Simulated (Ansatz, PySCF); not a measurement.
Te(NH2)(OSiH3) (H5NOSiTe), SMILES N[Te]O[SiH3]. Atoms are numbered in the order given.

```xyz
9

Te    -0.8203     0.0166     0.4723
N     -0.8786     1.9428    -0.1135
H     -0.1932     2.5503     0.3320
H     -0.9000     2.0914    -1.1207
O      1.0098    -0.5858    -0.1732
Si     1.3315    -0.9801    -1.7635
H      0.5483    -2.1701    -2.2146
H      2.7874    -1.2764    -1.8653
H      1.0034     0.1587    -2.6789
```
Charge 0, spin multiplicity 1.

Coordinates come from a B3LYP-D3(BJ)/def2-SVP optimisation. The def2 effective core potentials stand for the cores of Te; spin–orbit coupling is left out. The values are those of a single conformer.

Two levels are set side by side: PBE-D3(BJ)/def2-SVP (Ansatz, a quantum-chemistry and plane-wave program) and B3LYP-D3(BJ)/def2-SVP (Ansatz). Each level has its own optimised geometry; the coordinates shown are those of the second. Frequencies come from the Hessian of PySCF at each geometry. Differences are taken from unrounded values.

```json
[
 {"quantity": "mean bond length (Å)", "B3LYP-D3(BJ)": "1.529", "PBE-D3(BJ)": "1.543", "PBE-D3(BJ) minus B3LYP-D3(BJ)": "0.014"},
 {"quantity": "bond Te1–N2 (Å)", "B3LYP-D3(BJ)": "2.014", "PBE-D3(BJ)": "2.024", "PBE-D3(BJ) minus B3LYP-D3(BJ)": "0.009"},
 {"quantity": "bond Te1–O5 (Å)", "B3LYP-D3(BJ)": "2.032", "PBE-D3(BJ)": "2.056", "PBE-D3(BJ) minus B3LYP-D3(BJ)": "0.024"},
 {"quantity": "bond O5–Si6 (Å)", "B3LYP-D3(BJ)": "1.670", "PBE-D3(BJ)": "1.688", "PBE-D3(BJ) minus B3LYP-D3(BJ)": "0.018"},
 {"quantity": "bond N2–H3 (Å)", "B3LYP-D3(BJ)": "1.019", "PBE-D3(BJ)": "1.026", "PBE-D3(BJ) minus B3LYP-D3(BJ)": "0.008"},
 {"quantity": "bond N2–H4 (Å)", "B3LYP-D3(BJ)": "1.018", "PBE-D3(BJ)": "1.026", "PBE-D3(BJ) minus B3LYP-D3(BJ)": "0.008"},
 {"quantity": "bond Si6–H7 (Å)", "B3LYP-D3(BJ)": "1.494", "PBE-D3(BJ)": "1.508", "PBE-D3(BJ) minus B3LYP-D3(BJ)": "0.013"},
 {"quantity": "bond Si6–H8 (Å)", "B3LYP-D3(BJ)": "1.489", "PBE-D3(BJ)": "1.503", "PBE-D3(BJ) minus B3LYP-D3(BJ)": "0.014"},
 {"quantity": "bond Si6–H9 (Å)", "B3LYP-D3(BJ)": "1.498", "PBE-D3(BJ)": "1.511", "PBE-D3(BJ) minus B3LYP-D3(BJ)": "0.014"},
 {"quantity": "highest harmonic wavenumber (cm⁻¹)", "B3LYP-D3(BJ)": "3629", "PBE-D3(BJ)": "3550", "PBE-D3(BJ) minus B3LYP-D3(BJ)": "-79"},
 {"quantity": "mean harmonic wavenumber (cm⁻¹)", "B3LYP-D3(BJ)": "1145", "PBE-D3(BJ)": "1110", "PBE-D3(BJ) minus B3LYP-D3(BJ)": "-35"},
 {"quantity": "zero-point energy (kcal/mol)", "B3LYP-D3(BJ)": "34.37", "PBE-D3(BJ)": "33.33", "PBE-D3(BJ) minus B3LYP-D3(BJ)": "-1.04"}
]
```

Exact exchange shortens and stiffens bonds; PBE has none. Differences between two approximate levels are no errors against the true value.
